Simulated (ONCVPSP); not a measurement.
Al: excitation energies, all-electron against ONCV

```json
{
  "Element": "Al",
  "Generator": "ONCVPSP 4.0.1",
  "Type": "optimised norm-conserving Vanderbilt (ONCV)",
  "Functional": "PBE",
  "Relativity": "scalar-relativistic",
  "Frozen core": "[Ne]",
  "Valence charge": "3",
  "Reference configuration": "3s2 3p1",
  "Partial waves": "3s: rc 1.45 bohr, ncon 3, nbas 8, qcut 5.7 1/bohr, 2 projectors, debl 3.6 Ha; 3p: rc 1.90 bohr, ncon 3, nbas 6, qcut 5.1 1/bohr, 2 projectors, debl 1.7 Ha; d scattering state at 0.06 Ha: rc 1.95 bohr, ncon 4, nbas 7, qcut 5.5 1/bohr, 2 projectors, debl 3.7 Ha",
  "Local potential": "polynomial inside 1.30 bohr (lpopt 5, dvloc0 0 Ha)",
  "Core correction": "Teter function, fcfact 1.75, rcfact 1.5"
}
```

Energies are relative to the spin-unpolarised reference configuration 3s2 3p1; without spin polarisation the order of configurations can differ from experiment.

```csv
valence configuration,charge,ΔE all-electron (eV),error AE − PS (meV)
3s2 3p0,+1,5.761,-1.7
3s1 3p0,+2,24.987,-17
3s2 3p0.5,+0.5,2.086,-0.3
```

Q: What are ΔE and the potential's error for 3s1 3p1?

A: ΔE = 11.571 eV all-electron; the error (AE − PS) is -5.9 meV.

Note: ghosts flagged at negative energy: s at -96.9 eV; no localised positive-energy state flagged. A true bound ghost makes a file unfit for plane-wave use.
